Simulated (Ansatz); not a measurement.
System: C2H2N3, charge 0, doublet. C2H2N3 (SMILES [c]1ncn[nH]1, doublet).
B3LYP-D3(BJ)/def2-TZVP minimum from Ansatz (a first-principles code):
```
N
C 1 1.3175
N 1 1.3681 2 102.08
H 3 1.0046 1 121.02 2 180.00
C 3 1.3381 4 130.43 1 180.00
N 5 1.2808 3 112.44 4 -180.00
H 2 1.0771 1 122.15 3 180.00
```
Charge 0, spin multiplicity 2.

Atomisation energy term by term, kcal/mol (programs: Ansatz). Open shells are spin-unrestricted; no spin-orbit coupling. Correlated methods leave the cores frozen. Rows without X2C or -DK are non-relativistic. CBS(X,Y): correlation extrapolated as X^-3, Hartree-Fock from the larger set. A bracket is a step between two methods taken in the basis named. '+ core + X2C': CCSD(T) terms for core correlation (cc-pwCVTZ) and scalar relativity (cc-pVTZ-DK). For partners of very few electrons the exact lower level stands in for a higher one. The UHF reference of C2H2N3 ([c]1ncn[nH]1, doublet) is spin-contaminated (<S^2> up to 0.15 over the pure value in the sets run).

```json
[
 {"term": "Hartree-Fock", "basis": "cc-pVQZ", "kcal/mol": "407.45"},
 {"term": "CCSD correlation", "basis": "CBS(cc-pVTZ,cc-pVQZ)", "kcal/mol": "257.99"},
 {"term": "(T)", "basis": "CBS(cc-pVTZ,cc-pVQZ)", "kcal/mol": "25.31"},
 {"term": "CCSDT(Q) - CCSD(T)", "basis": "cc-pVDZ", "kcal/mol": "1.74"},
 {"term": "core correlation", "basis": "cc-pwCVTZ", "kcal/mol": "3.93"},
 {"term": "scalar relativity", "basis": "X2C, cc-pVTZ-DK", "kcal/mol": "-0.96"},
 {"term": "sum: De", "basis": "", "kcal/mol": "695.5"}
]
```
